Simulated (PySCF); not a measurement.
Basis-set dependence of excited states

Species: CH3BCl2OSi.
InChI=1S/CH3BCl2OSi/c3-2(4)6-1-5/h1H,6H2

TDDFT with PBE0 (PySCF), vertical singlets, core orbitals frozen in the response, spherical d and f functions. The structure is a single PBE0-D3(BJ)/def2-SVP conformer in the gas phase; no vibrational or solvent corrections.

**Question.** Compare 6-31+G*, aug-cc-pVDZ, def2-TZVP and def2-TZVPD for this molecule.

**Answer.** 

```
      basis  functions  diffuse  S1 (eV)  S2 (eV)  S3 (eV)  S4 (eV)  S5 (eV)  LUMO (eV)  α (au)
    6-31+G*        126      yes     3.33     3.84     4.78     5.39     5.75      -2.39    77.1
aug-cc-pVDZ        177      yes     3.27     3.84     4.77     5.39     5.67      -2.34    86.1
  def2-TZVP        222       no     3.27     3.81     4.71     5.35     5.65      -2.34    79.9
 def2-TZVPD        276      yes     3.25     3.78     4.69     5.32     5.62      -2.40    86.7
```

States are compared by their number. Against the largest diffuse basis here (def2-TZVPD, itself not a converged limit), sets without diffuse functions differ by up to 0.02 eV in S1 and 0.04 eV in S5; the smaller diffuse sets differ by up to 0.08 and 0.14 eV. State by state, the largest deviation of a set without diffuse functions is S1 0.02, S2 0.03, S3 0.03, S4 0.03, S5 0.04 eV. The same number needn't mean the same state in each row. Against def2-TZVPD the polarisability deviates by -11% in 6-31+G*, -1% in aug-cc-pVDZ, -8% in def2-TZVP. A single + in a Pople set puts diffuse functions on heavy atoms only.
